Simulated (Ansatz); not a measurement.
`[OH][SnH2][F]` + H₂ → `[F][SnH3]` + H₂O at 298.15 K and 1 bar (hydrogenolysis of the Sn–O bond).

Calculated with Ansatz (gas phase, PBE0-D4/def2-TZVP geometries, no zero-point term in ΔE). CCSD(T)/CBS adds triple-zeta CCSD(T) − MP2 to the extrapolated MP2 energy (def2 sets, frozen cores). This one scheme is used for every species. def2 core potentials past Kr. For Sn outer-core shells are correlated without core-valence functions, which leaves a few kJ/mol of doubt a bond. Each species was taken in one conformer, which may not be the lowest.

```
        species  CCSD(T)/CBS energy (Eh)  H − E (kJ/mol)  S (J/(mol·K))
`[OH][SnH2][F]`               -390.83308            91.4          308.4
             H₂                 -1.17544            35.1          130.4
    `[F][SnH3]`               -315.62493            70.2          264.5
            H₂O                -76.37941            66.4          188.7
```

H − E and S are ideal-gas, rigid-rotor, harmonic terms from PBE0-D4/def2-TZVP, for one conformer and one mirror image of each species. The MP2-based limit puts H₂ 0.8 mEh under its directly extrapolated value; such offsets cancel only in part. 1 Eh = 2625.50 kJ/mol, R = 8.31446 J/(mol·K).

Task: By hand: ΔE, ΔH, ΔS and ΔG.

Result: ΔE = (-315.62493) + (-76.37941) − (-390.83308) − (-1.17544) = 0.00418 Eh = 11.0 kJ/mol. Δ(H − E) = 70.2 + 66.4 − 91.4 − 35.1 = 10.1, so ΔH = 21.1 kJ/mol. ΔS = 264.5 + 188.7 − 308.4 − 130.4 = 14.4 J/(mol·K). ΔG = 21.1 − 298.15 × (14.4)/1000 = 16.8 kJ/mol.

Task: By hand: the equilibrium constant, and the temperature at which ΔG would vanish if ΔH and ΔS stayed fixed.

Result: log₁₀ K = −ΔG/(RT ln 10) = -2.9. ΔG = 0 at ΔH/ΔS = 1465 K, though so small a ΔS makes that figure unsure.

The number of gas molecules stays the same, so ΔS is small and ΔH decides. A doubt of 5 kJ/mol in ΔE shifts log₁₀ K by 0.9 here. Other conformers and mirror images would add mixing entropy, several J/(mol·K) or more a flexible species. These are equilibria of isolated gas molecules and say nothing of rates. Largest T1 diagnostic: 0.014 (customary marks: 0.02 for closed shells, 0.045 for open ones).
